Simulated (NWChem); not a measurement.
Species: CHCl₂F; SMILES FC(Cl)Cl

Program: NWChem. Pople sets run with spherical d functions. Coordinates come from a B3LYP/6-31G* (spherical d) optimisation. Level: PBE/6-31G* with COSMO at NWChem's default radii, gas-phase geometry; rows give the dielectric constant.

```
dielectric constant  electrostatic solvation energy (kcal/mol)  dipole in solution (D)
-------------------  -----------------------------------------  ----------------------
1.5                                                       -0.7                    1.46
2.4                                                       -1.3                    1.55
4.8                                                       -1.9                    1.64
11.7                                                      -2.2                    1.69
37.5                                                      -2.3                    1.72
```
